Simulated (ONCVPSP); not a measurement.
# Reading a pseudo-wave (aluminium (Al))

Columns: radius, all-electron u(r) and pseudo u(r) of the 2p shell (level -69.64 eV) of aluminium in the configuration [He] 2s2 2p6 3s2 3p1; PBE, scalar-relativistic, ONCV scheme, ONCVPSP 4.0.1.

| r (bohr) | all-electron | pseudo |
| --- | --- | --- |
| 0.062 | 0.1795 | 0.0415 |
| 0.125 | 0.5004 | 0.1624 |
| 0.188 | 0.7947 | 0.3457 |
| 0.250 | 1.0099 | 0.5629 |
| 0.312 | 1.1471 | 0.7886 |
| 0.375 | 1.2175 | 0.9992 |
| 0.438 | 1.2336 | 1.1677 |
| 0.500 | 1.2110 | 1.2770 |
| 0.562 | 1.1625 | 1.3247 |
| 0.625 | 1.0964 | 1.3124 |
| 0.688 | 1.0206 | 1.2491 |
| 0.750 | 0.9416 | 1.1514 |
| 0.812 | 0.8619 | 1.0340 |
| 0.875 | 0.7826 | 0.9088 |
| 0.938 | 0.7068 | 0.7891 |
| 1.000 | 0.6365 | 0.6834 |
| 1.062 | 0.5711 | 0.5929 |
| 1.125 | 0.5099 | 0.5169 |
| 1.188 | 0.4540 | 0.4550 |
| 1.250 | 0.4040 | 0.4040 |
| 1.312 | 0.3588 | 0.3587 |
| 1.375 | 0.3174 | 0.3174 |
| 1.438 | 0.2804 | 0.2804 |
| 1.500 | 0.2479 | 0.2479 |
| 1.562 | 0.2190 | 0.2190 |
| 1.625 | 0.1929 | 0.1929 |

Problem. How many radial nodes do the two functions have?

Solution. The all-electron 2p function has n − l − 1 = 0; the pseudo-wave has 0.

Problem. At about which radius was the pseudo-wave matched?

Solution. 1.25 bohr, where the columns begin to agree (steps of 0.06 bohr).

Problem. Is the pseudo-wave norm-conserving?

Solution. Yes: the ONCV scheme keeps the norm inside the radius equal to the all-electron one, which fixes the energy derivative of the logarithmic derivative at the level.
